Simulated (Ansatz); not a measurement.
Cost and result up the ladder for the cluster Cu₂I₃ (5 atoms). Charge 0, multiplicity 2. Geometry: B3LYP-D4/def2-SVP.

```xyz
5

Cu    0.972   -1.627   -0.065
Cu   -0.209    0.611   -0.234
I     1.441   -0.293   -2.109
I    -1.704    2.402    0.544
I    -0.499   -1.092    1.864
```

Ansatz on 4 threads of Intel Xeon 6975P-C on a shared host. Times are rough, and most runs start from the orbitals of an earlier one. PBE0-D4/def2-TZVP serves as the yardstick here, not as an exact answer. Differences are given only for rows in sets of like size (and for xTB, whose basis is part of the method), since another set adds its own error. Binding counts from free atoms at the same level (Cu doublet, I doublet; other spins of the atoms weren't run), without zero-point energy or a counterpoise term.

In the def2 sets I takes a core potential; there is no spin–orbit coupling. HSE06 is defined as in plane-wave codes, on full-range PBE exchange. Correlated methods freeze 30 core orbitals; core or outer-core shells of I are correlated, in sets that lack core-valence functions. No other spin state of charge 0 was run. Another isomer (doublet) lies 0.06 eV lower at PBE0-D4/def2-TZVP; other spin states weren't run for this one.

Run but left out: HF/STO-3G (⟨S²⟩ 3.69, where a pure state has 0.75).

Second-order perturbation terms are unreliable where d shells bring near-degenerate states, and here MP2/def2-TZVP lies more than 0.4 eV from the median of the functionals without such a term.

Correlated methods converge slowly with the basis.

```json
{"level": "PBE-D4/def2-SVP", "functions": "140", "wall time": "2.5 s", "binding energy per atom (eV)": "2.29", "difference from PBE0-D4/def2-TZVP (eV)": "–"}
{"level": "LDA (SPW92)/def2-TZVP", "functions": "240", "wall time": "2.8 s", "binding energy per atom (eV)": "2.44", "difference from PBE0-D4/def2-TZVP (eV)": "0.49"}
{"level": "PBE-D4/def2-TZVP (with forces)", "functions": "240", "wall time": "4.9 s", "binding energy per atom (eV)": "2.08", "difference from PBE0-D4/def2-TZVP (eV)": "0.12"}
{"level": "PBE0-D4/def2-SVP", "functions": "140", "wall time": "5 s", "binding energy per atom (eV)": "2.12", "difference from PBE0-D4/def2-TZVP (eV)": "–"}
{"level": "r2SCAN-D4/def2-TZVP", "functions": "240", "wall time": "8.5 s", "binding energy per atom (eV)": "2.10", "difference from PBE0-D4/def2-TZVP (eV)": "0.14"}
{"level": "HSE06-D4/def2-TZVP", "functions": "240", "wall time": "11 s", "binding energy per atom (eV)": "1.96", "difference from PBE0-D4/def2-TZVP (eV)": "0.00"}
{"level": "PBE0-D4/def2-TZVP", "functions": "240", "wall time": "11 s", "binding energy per atom (eV)": "1.96", "difference from PBE0-D4/def2-TZVP (eV)": "0.00"}
{"level": "RPA@PBE/def2-TZVP", "functions": "240", "wall time": "13 s", "binding energy per atom (eV)": "1.63", "difference from PBE0-D4/def2-TZVP (eV)": "-0.33"}
{"level": "MP2/def2-TZVP", "functions": "240", "wall time": "17 s", "binding energy per atom (eV)": "1.61", "difference from PBE0-D4/def2-TZVP (eV)": "-0.34"}
{"level": "B2PLYP/def2-TZVP", "functions": "240", "wall time": "21 s", "binding energy per atom (eV)": "1.84", "difference from PBE0-D4/def2-TZVP (eV)": "-0.12"}
```
